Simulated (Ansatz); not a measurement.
Born–Oppenheimer molecular dynamics of FH$_{7}$OSi$_{2}$ (11 atoms, charge 0, multiplicity 1). It starts at the highest image of a converged band. Of that band: Neighbouring images differ by up to 1.7 eV, so the band resolves the path poorly. A vibrational analysis at the climbing image gives one clearly imaginary mode, 1075i cm⁻¹: a first-order saddle point.

Theory: RKS B3LYP-D4/6-31G* in Ansatz 0.2.0.

| Quantity | Value |
| --- | --- |
| ensemble | NVE (velocity Verlet) |
| time step | 0.5 fs |
| steps asked | 200 |
| starting velocities drawn for | 300 K |
| seed | 7431 |

First frame:

```xyz
11
Properties=species:S:1:pos:R:3
Si -0.175 -1.024 -0.145
Si 0.682 1.417 -0.372
H -0.125 -0.842 -1.627
H 0.924 -1.952 0.202
O -1.761 -1.474 0.019
H 0.138 0.369 1.021
F -0.234 -0.443 1.779
H 1.099 2.463 0.609
H -0.370 1.979 -1.255
H 1.872 1.023 -1.172
H -2.050 -1.517 0.942
```

(1) How far do the bonds stretch over the last three quarters of this one trajectory? (Pairs bonded in most of those frames.)

Answers

(1) 
```tsv
bond	mean (Å)	spread (Å)	shortest	longest
Si1–Si2	2.345	0.032	2.30	2.44
Si1–H3	1.490	0.023	1.45	1.53
Si1–H4	1.497	0.020	1.46	1.54
Si1–O5	1.688	0.024	1.65	1.72
Si2–H8	1.492	0.023	1.46	1.55
Si2–H9	1.493	0.003	1.49	1.50
Si2–H10	1.494	0.005	1.48	1.50
O5–H11	0.972	0.009	0.95	0.99
H6–F7	0.943	0.034	0.89	1.00
```

Mean temperature of the second half: 1033 K. The conserved energy stayed within 0.12 meV per atom of its start (net change -0.082 meV per atom), so the integration is sound. The system heated up, since it started high on the potential surface and ran downhill. A run of 0.1 ps of so small a system gives no equilibrium averages. The orbitals stay closed-shell, which can raise the energy where a bond breaks towards radicals; this wasn't checked here.

Run time: 7.1 min on 2 threads of Arm Neoverse V1, on a shared host, peak memory 0.16 GiB.
